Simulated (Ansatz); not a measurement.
`O[B](F)[GeH3]` + `FC(F)(F)C1=CC(C(F)(F)F)=[O+][Al-]([Cl])([Cl])[O]1` → `O[B-]1(F)OC(C(F)(F)F)=CC(C(F)(F)F)=[O+]1` + `[Cl][Al]([Cl])[GeH3]`  (redistribution)

Calculated with Ansatz (gas phase, PBE0-D4/def2-TZVP geometries, no zero-point term in ΔE). CCSD(T)/CBS is the MP2 limit (def2-TZVPP, def2-QZVPP) plus CCSD(T) − MP2 in def2-TZVPP, frozen cores. For Ge outer-core shells are correlated without core-valence functions, which leaves a few kJ/mol of doubt a bond. Scalar relativity is left out up to krypton. Each species was taken in one conformer, which may not be the lowest.

```
         level  ΔE (kJ/mol)
 MP2/CBS(def2)        107.6
CCSD/CBS(def2)        107.0
```

Problem. What does CCSD(T)/CBS give? (Estimate.)

Solution. The calculation gave: +104.3 kJ/mol. The listed levels differ from it by 3.3, 2.7 kJ/mol.

Largest T1 diagnostic among the species: 0.015.

The D4 term adds +6.2 kJ/mol with B3LYP and +3.6 kJ/mol with PBE0; it sums over pairs of atoms, weighted by their polarisabilities, and B3LYP, whose exchange is more repulsive, gets the larger term. From BLYP to BHLYP (50 % exact exchange), in def2-TZVPP and without D4, ΔE moves by +7.2 kJ/mol.

B3LYP here is the variant with VWN-RPA as its local correlation; programs differ in this.
